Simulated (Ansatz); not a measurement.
Harmonic frequencies (cm⁻¹) at PBE0-D4/def2-TZVP from Ansatz: 40, 111, 117, 158, 194, 282, 350, 368, 586, 732, 744, 826, 847, 913, 959, 978, 1120, 1164, 1322, 1331, 1347, 1444, 1451, 1456, 1460, 1470, 1475, 3029, 3032, 3069, 3088, 3097, 3126, 3130, 3159, 3164.

Each molecule was computed in one conformer, which needn't be the lowest.

**Question.** Which molecule is it?
A. `CSB(C)C`
B. `CCBS`
C. `CBCSC`
D. `CC(C)BS`

**Answer.** A.
